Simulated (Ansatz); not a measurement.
Reaction (formal hydrolysis of a Cd–F bond): `[NH2][Cd][F]` + H₂O → `[NH2][Cd][OH]` + H–F

Computed with Ansatz on PBE0-D4/def2-TZVP structures; ΔE is electronic, products minus reactants. CCSD(T)/CBS adds triple-zeta CCSD(T) − MP2 to the extrapolated MP2 energy (def2 sets, frozen cores). This one scheme is used for every species. Elements past krypton have def2 core potentials. For Cd outer-core shells are correlated without core-valence functions, which leaves a few kJ/mol of doubt a bond. One conformer a species, not always the lowest.

`[NH2][Cd][F]`:

Cartesian coordinates in Å:
```
N -0.065 -0.554 -0.893
Cd 0.280 0.662 0.654
F 0.726 1.912 2.062
H 0.093 -1.522 -0.635
H -1.034 -0.497 -1.189
```

H₂O:

Z-matrix (Å, degrees):
```
O
H 1 0.960
H 1 0.960 2 105.1
```

`[NH2][Cd][OH]`:

```xyz
6

N     0.894   -1.340   -0.143
Cd   -0.317    0.252   -0.186
O    -1.599    1.712   -0.469
H     0.736   -1.914    0.677
H     1.871   -1.072   -0.118
H    -1.585    2.362    0.237
```

H–F:

```xyz
2

F     0.160    0.089    0.422
H    -0.160   -0.089   -0.422
```

| species | CCSD(T)/CBS(def2) energy (Eh) |
| --- | --- |
| `[NH2][Cd][F]` | -323.42384 |
| H₂O | -76.37941 |
| `[NH2][Cd][OH]` | -299.39515 |
| H–F | -100.39570 |

Q: Work out ΔE.

A: ΔE = (-299.39515) + (-100.39570) − (-323.42384) − (-76.37941) = 0.01240 Eh = +0.34 eV.

Largest T1 diagnostic among the species: 0.016.

In def2-TZVPP, CCSD(T) changes the Hartree–Fock value by −0.21 eV (the triples alone add −0.03 eV) and MP2 by −0.28 eV. Leaving LDA and LC-ωPBE aside and taking each functional with its dispersion term where it has one, the values, not all of them listed here, spread over 0.10 eV, from PBE-QIDH to B97M-V. LDA lies −0.09 eV from PBE without D4.
